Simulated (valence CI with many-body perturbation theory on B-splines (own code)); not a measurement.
E1 transitions of Kr V

Calculated by valence CI with perturbative core correlation (CI+MBPT): four valence electrons over a frozen Dirac-Fock core [Ar] 3d10, radial functions for each j: 11 s, 11 p, 10 d, 8 f, 5 g, 2 h, with the one-electron correlation potential Σ1 (screened to all orders), the two-electron term Σ2, the three-electron term Σ3, Breit, model QED; selected single and double excitations, second order for the rest, scaled by the run's own slope (own B-spline code, finite nucleus).

Set against measurement, 34 paired levels are off by 137 cm⁻¹ on average, the worst by 790. These come from a selection out of Saloman, J. Phys. Chem. Ref. Data 36, 215 (2007). Levels without a partner in it may be off by more. Among the levels kept, up to 1200 cm⁻¹ of a level comes from second order outside the variational space, and about a tenth of that is noise between levels of different J, which matters for small intervals. 7 measured levels below the end of the list, from 289998 cm⁻¹ on, found no clear computed partner, and computed levels of the same name lie up to 46756 cm⁻¹ from them.

Lines 1 to 50 of 551 in falling wavelength, among levels below 409020 cm⁻¹, chosen from the strongest by gf and those to the six lowest levels. Wavelengths and rates use the calculated energies, so an error of 100 cm⁻¹ moves a line at 2353 nm by 2.4 % and its rate by three times that or more. Electric multipoles are in the length gauge, E1 and E2 with the static RPA response of the core. Weak lines are less certain than strong ones. Lines between different terms over intervals too small for the method are left out, as are lines whose strength nearly cancels. Where a level lies close to another of its J and parity, the split of strength between their lines is uncertain. The highest levels of a list are the least certain.

Names give the largest LS component (configuration and term), which can be under half, so a name can repeat, a term be missing and a line seem to break the LS rules; names also repeat where a configuration has a term twice. Letters in brackets count levels of one name in rising energy.

| λ vac (nm) | Upper | Lower | A (s⁻¹) | S (a.u.) with core polarisation | S without |
| --- | --- | --- | --- | --- | --- |
| 2353 | 4s²4p5g ³F°_4 | 4s²4p5f ³F_3 | 4.15e+05 | 2.40e+01 | 2.40e+01 |
| 2300 | 4s²4p5g ³H°_4 | 4s²4p5f ³F_3 | 8.40e+05 | 4.54e+01 | 4.54e+01 |
| 2105 | 4s²4p5g ³G°_3 | 4s²4p5f ³F_2 | 1.34e+06 | 4.30e+01 | 4.30e+01 |
| 1916 | 4s²4p5g ³G°_5 | 4s²4p5f ¹G_4 | 2.37e+06 | 9.06e+01 | 9.06e+01 |
| 1865 | 4s²4p6d ³F°_2 | 4s²4p5f ³F_3 | 1.53e+06 | 2.45e+01 | 2.45e+01 |
| 925.6 | 4s²4p5g ³F°_4 | 4s²4p5f ¹F_3 | 3.73e+06 | 1.31e+01 | 1.31e+01 |
| 917.3 | 4s²4p5g ³H°_4 | 4s²4p5f ¹F_3 | 4.87e+06 | 1.67e+01 | 1.67e+01 |
| 839.3 | 4s²4p6d ³F°_2 | 4s²4p5f ¹F_3 | 8.69e+06 | 1.27e+01 | 1.27e+01 |
| 803.0 | 4s4p²5s ³D_3 | 4s²4p6s ³P°_2 | 5.34e+06 | 9.56e+00 | 9.59e+00 |
| 722.4 | 4s²4p5d ¹F°_3 | 4s²4p4f ¹G_4 | 7.94e+06 | 1.03e+01 | 1.03e+01 |
| 631.8 | 4s²4p5d ¹P°_1 | 4s²4p4f ¹D_2 | 2.55e+07 | 9.51e+00 | 9.49e+00 |
| 620.9 | 4s²4p6p ³D_1 | 4s²4p6s ³P°_1 | 3.55e+07 | 1.26e+01 | 1.26e+01 |
| 610.5 | 4s²4p6p ³D_1 | 4s²4p6s ³P°_0 | 1.90e+07 | 6.38e+00 | 6.40e+00 |
| 609.5 | 4s²4p5d ³P°_2 | 4s4p²4d ³D_3 [b] | 1.19e+07 | 6.66e+00 | 6.64e+00 |
| 591.7 | 4s²4p5d ³P°_1 | 4s²4p4f ³D_2 | 1.76e+07 | 5.41e+00 | 5.39e+00 |
| 578.1 | 4s²4p6p ¹P_1 [b] | 4s²4p6s ¹P°_1 | 4.17e+07 | 1.19e+01 | 1.19e+01 |
| 552.8 | 4s4p²5s ¹D_2 | 4s²4p6s ¹P°_1 | 3.06e+07 | 1.28e+01 | 1.28e+01 |
| 550.9 | 4s4p²5s ³D_2 [a] | 4s²4p6s ³P°_1 | 4.91e+07 | 2.03e+01 | 2.03e+01 |
| 522.0 | 4s²4p5d ³D°_1 | 4s²4p4f ³F_2 | 3.95e+07 | 8.31e+00 | 8.29e+00 |
| 521.0 | 4s²4p6p ³P_2 | 4s²4p6s ¹P°_1 | 1.31e+07 | 4.57e+00 | 4.58e+00 |
| 517.3 | 4s²4p6p ¹P_1 [a] | 4s²4p6s ³P°_1 | 5.70e+07 | 1.17e+01 | 1.17e+01 |
| 510.0 | 4s²4p6p ¹P_1 [a] | 4s²4p6s ³P°_0 | 4.56e+07 | 8.95e+00 | 8.97e+00 |
| 500.7 | 4s²4p6p ³P_2 | 4s²4p6s ³P°_2 | 1.06e+08 | 3.29e+01 | 3.30e+01 |
| 500.4 | 4s²4p6p ³S_1 | 4s²4p6s ³P°_2 | 1.05e+08 | 1.94e+01 | 1.95e+01 |
| 492.5 | 4s4p²4d ¹P_1 [b] | 4s²4p6s ¹P°_1 | 3.16e+07 | 5.59e+00 | 5.60e+00 |
| 489.6 | 4s²4p6p ³P_0 | 4s²4p6s ³P°_1 | 1.22e+08 | 7.06e+00 | 7.08e+00 |
| 483.0 | 4s²4p6p ³D_3 | 4s²4p6s ³P°_2 | 1.31e+08 | 5.11e+01 | 5.12e+01 |
| 482.6 | 4s²4p5d ³D°_2 | 4s²4p4f ¹F_3 | 3.26e+07 | 9.04e+00 | 9.01e+00 |
| 476.5 | 4s4p²4d ³F_4 [c] | 4s²4p5d ³D°_3 | 1.32e+07 | 6.35e+00 | 6.35e+00 |
| 474.3 | 4s4p²4d ¹P_1 [b] | 4s²4p6s ³P°_2 | 3.30e+07 | 5.21e+00 | 5.23e+00 |
| 454.4 | 4s4p²5s ³D_2 [b] | 4s²4p6s ³P°_1 | 7.11e+07 | 1.65e+01 | 1.65e+01 |
| 450.1 | 4s4p²5s ³D_1 | 4s²4p6s ³P°_0 | 6.02e+07 | 8.13e+00 | 8.15e+00 |
| 448.2 | 4s²4p5d ³D°_3 | 4s²4p4f ³F_4 | 3.38e+07 | 1.05e+01 | 1.05e+01 |
| 446.8 | 4s²4p5d ¹D°_2 | 4s²4p4f ³F_3 | 3.24e+07 | 7.13e+00 | 7.10e+00 |
| 443.5 | 4s²4p6p ¹D_2 | 4s²4p6s ¹P°_1 | 1.07e+08 | 2.31e+01 | 2.32e+01 |
| 433.8 | 4s²4p5d ¹F°_3 | 4s4p²4d ¹G_4 | 1.66e+07 | 4.69e+00 | 4.66e+00 |
| 427.7 | 4s4p²4d ³F_2 [c] | 4s²4p5d ³D°_1 | 2.16e+07 | 4.18e+00 | 4.17e+00 |
| 412.7 | 4s²4p6p ¹S_0 | 4s²4p6s ¹P°_1 | 2.23e+08 | 7.74e+00 | 7.77e+00 |
| 402.1 | 4s²4p5g ³F°_4 | 4s4p²4d ³D_3 [e] | 2.14e+07 | 6.17e+00 | 6.17e+00 |
| 400.2 | 4s²4p5d ³F°_2 | 4s4p²4d ³G_3 | 4.37e+07 | 6.91e+00 | 6.87e+00 |
| 395.0 | 4s²4p5d ³F°_3 | 4s4p²4d ³G_4 | 3.82e+07 | 8.13e+00 | 8.09e+00 |
| 391.2 | 4s4p²5s ³D_3 | 4s²4p5d ³F°_4 | 2.21e+07 | 4.57e+00 | 4.55e+00 |
| 388.6 | 4s4p²4d ³F_3 [c] | 4s²4p5d ³D°_2 | 2.09e+07 | 4.24e+00 | 4.24e+00 |
| 387.5 | 4s4p²4d ³D_3 [e] | 4s²4p5d ³P°_2 | 2.91e+07 | 5.85e+00 | 5.85e+00 |
| 378.7 | 4s²4p6d ³F°_2 | 4s4p²5s ³D_1 | 6.48e+07 | 8.68e+00 | 8.68e+00 |
| 371.8 | 4s4p²5s ¹D_2 | 4s²4p5d ¹F°_3 | 6.09e+07 | 7.72e+00 | 7.71e+00 |
| 358.3 | 4s4p²4d ³D_1 [d] | 4s²4p5d ³P°_1 | 4.49e+07 | 3.06e+00 | 3.06e+00 |
| 341.2 | 4s²4p5d ³F°_4 | 4s4p²4d ³G_5 | 4.92e+07 | 8.68e+00 | 8.63e+00 |
| 333.0 | 4s4p²5s ³D_2 [a] | 4s²4p5d ³F°_3 | 1.45e+08 | 1.32e+01 | 1.31e+01 |
| 332.5 | 4s²4p6p ³D_1 | 4s²4p5d ³F°_2 | 2.06e+08 | 1.12e+01 | 1.12e+01 |
